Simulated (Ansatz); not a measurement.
Gas-phase electronic energies from Ansatz, PBE0-D4/def2-TZVP geometries. CCSD(T)/CBS is the MP2 limit (def2-TZVPP, def2-QZVPP) plus CCSD(T) − MP2 in def2-TZVPP, frozen cores. This one scheme is used for every species. Double bonds are as drawn, so ΔE can hold a change between cis and trans. DFT in def2-TZVPP. One conformer a species, not always the lowest.

Reaction (substitution at a C–Si bond): `C[SiH2]/C=C/[SiH3]` + HCl → `[SiH3]/C=C/Cl` + `C[SiH3]`

Is it downhill or uphill in electronic energy at CCSD(T)/CBS, and by how much? (An estimate is asked.)

Computed: Uphill: ΔE = +12.3 kcal/mol.

What do these levels give: LDA (SPW92), PBE0-D4, BHLYP-D4, r2SCANh, r2SCAN0, CAM-B3LYP, LC-ωPBE, HF/def2-SVP, SCS-MP2/def2-TZVPP, CCSD/def2-TZVPP, HF/def2-QZVPP, MP2/CBS(def2)? (An estimate is asked.)

Ansatz gave: LDA (SPW92) 9.1, PBE0-D4 10.7, BHLYP-D4 11.8, r2SCANh 10.1, r2SCAN0 10.5, CAM-B3LYP 10.1, LC-ωPBE 10.7, HF/def2-SVP 11.8, SCS-MP2/def2-TZVPP 11.3, CCSD/def2-TZVPP 12.3, HF/def2-QZVPP 11.1, MP2/CBS(def2) 12.1 kcal/mol.

Largest T1 diagnostic among the species: 0.011.

The D4 term adds +1.4 kcal/mol with B3LYP and +0.9 kcal/mol with PBE0; it sums over pairs of atoms, weighted by their polarisabilities, and B3LYP, whose exchange is more repulsive, gets the larger term. In def2-TZVPP, CCSD(T) changes the Hartree–Fock value by +1.1 kcal/mol (the triples alone add −0.2 kcal/mol) and MP2 by +0.9 kcal/mol.

B3LYP here is the variant with VWN-RPA as its local correlation; programs differ in this.
